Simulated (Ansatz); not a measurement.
Geometry optimisation, RKS PBE-D4/def2-SVP (Ansatz).

The input (input.yaml):

```yaml
crystal:
  periodic: [false, false, false]
  atoms:
    - { symbol: Ge, position_ang: [-0.166887, -0.175316, 0.251078] }
    - { symbol: H, position_ang: [-0.136269, 0.020173, 1.784698] }
    - { symbol: O, position_ang: [1.463941, -0.029887, -0.485886] }
    - { symbol: H, position_ang: [1.692129, -0.891125, -0.887836] }
    - { symbol: O, position_ang: [-1.300384, 1.002874, -0.454527] }
    - { symbol: H, position_ang: [-0.993162, 1.298808, -1.332105] }
    - { symbol: O, position_ang: [-0.608507, -1.850849, -0.223256] }
    - { symbol: H, position_ang: [-1.578222, -1.952089, -0.268013] }
    - { symbol: S, position_ang: [1.616823, 2.433124, 1.648436] }
    - { symbol: H, position_ang: [2.177291, 1.535474, 0.787198] }
    - { symbol: H, position_ang: [1.031947, 1.373013, 2.318312] }
basis:
  gaussian: { orbitals: def2-SVP }
hamiltonian:
  xc: pbe
  dispersion: d4
relax:
  f_tol: 0.03
  max_steps: 50
```

Run as:

```bash
$ ansatz run input.yaml --threads 4 --pin off --max-ram 5120MiB --backend cpu --events-out ev --progress --plain --runs-dir out
```

Task: Where does it end, and by what steps?

Result: The run converged. The force dipped under the threshold on the way, but the program's further checks kept it going. After 12 steps the energy has fallen by 0.147 eV; H11 moved furthest, 1.21 Å.

```
step  energy less start (eV)  largest force component (eV/Å)  accepted
   0                  0.0000                           0.582       yes
   1                 -0.0768                           0.285       yes
   2                 -0.0957                           0.182       yes
   3                 -0.1147                           0.164       yes
   4                 -0.1258                           0.178       yes
   5                 -0.1330                           0.221       yes
   6                 -0.1377                           0.163       yes
   7                 -0.1387                           0.319       yes
   8                 -0.1422                           0.177       yes
   9                 -0.1451                           0.074       yes
  10                 -0.1462                           0.014       yes
  11                 -0.1464                           0.039       yes
  12                 -0.1465                           0.008       yes
```

```xyz
11
Properties=species:S:1:pos:R:3
Ge -0.376 -0.232 0.207
H -0.596 0.002 1.709
O 1.325 0.054 -0.303
H 1.653 -0.742 -0.766
O -1.486 0.853 -0.675
H -1.123 1.059 -1.558
O -0.605 -1.937 -0.311
H -1.538 -2.109 -0.540
S 1.821 2.553 1.772
H 2.016 1.581 0.826
H 2.106 1.682 2.777
```

Whether the end is a true minimum wasn't checked by a vibrational analysis.

Time of the run: 14 s on 4 threads of AMD EPYC 7B13 (Zen 3), with other jobs on the host, peak memory 0.2 GiB.
